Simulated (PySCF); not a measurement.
AlHFCl, SMILES [F][AlH][Cl].

Geometry: PBE-D3(BJ)/def2-TZVP.

Computed with PySCF with PBE-D3(BJ)/def2-TZVP.

Frequencies are harmonic and unscaled.

```csv
mode,ν (cm⁻¹),IR (km/mol),Raman (Å⁴/amu),depolarisation,moving atoms (share of kinetic energy)
1,201,18.7,1.2,0.69,"F 49 %, Al 26 %, Cl 24 %"
2,451,125.3,2.2,0.75,"H 76 %, Al 20 %"
3,511,50.7,12.6,0.20,"Cl 44 %, Al 44 %"
4,631,127.1,5.7,0.73,H 88 %
5,828,155.7,2.3,0.19,"F 53 %, Al 46 %"
6,1966,88.4,159.5,0.12,H 96 %
```
